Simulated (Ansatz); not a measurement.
Reaction (redistribution): `[SiH3]N[AsH2]` + `F[SiH2]BC[SiH3]` → `[SiH3]CB[AsH2]` + `F[SiH2]N[SiH3]`

Program: Ansatz. Geometries: PBE0-D4/def2-TZVP. ΔE: electronic, gas phase. CCSD(T)/CBS is the MP2 limit (def2-TZVPP, def2-QZVPP) plus CCSD(T) − MP2 in def2-TZVPP, frozen cores. This one scheme is used for every species. Functionals use def2-TZVPP. B3LYP here is the variant with VWN-RPA as its local correlation; programs differ in this. For As outer-core shells are correlated without core-valence functions, which leaves a few kJ/mol of doubt a bond. Scalar relativity is left out up to krypton. Each species was taken in one conformer, which may not be the lowest.

```tsv
level	ΔE (kJ/mol)	difference from CCSD(T)/CBS
PBE-D4	-145.7	15.0
r2SCAN-D4	-158.0	2.7
PBE0-D4	-152.1	8.6
B3LYP-D4	-150.6	10.1
ωB97X-V	-150.2	10.5
ωB97M-V	-155.7	5.0
B2PLYP	-156.4	4.3
PBE	-145.4	15.3
r2SCAN	-158.0	2.7
PBE0	-151.8	8.9
B3LYP	-150.1	10.6
HF/def2-TZVPP	-157.2	3.5
MP2/def2-TZVPP	-166.7	-6.0
SCS-MP2/def2-TZVPP	-159.6	1.1
CCSD/def2-TZVPP	-158.0	2.7
CCSD(T)/def2-TZVPP	-158.2	2.5
HF/def2-QZVPP	-156.7	4.0
MP2/def2-QZVPP	-168.0	-7.3
SCS-MP2/def2-QZVPP	-160.7	0.0
HF/CBS(def2)	-156.6	4.1
MP2/CBS(def2)	-169.2	-8.5
CCSD/CBS(def2)	-160.5	0.2
CCSD(T)/CBS	-160.7	0
```

Largest T1 diagnostic among the species: 0.013.

From PBE to PBE0 (25 % exact exchange), in def2-TZVPP and without D4, ΔE moves by −6.5 kJ/mol.
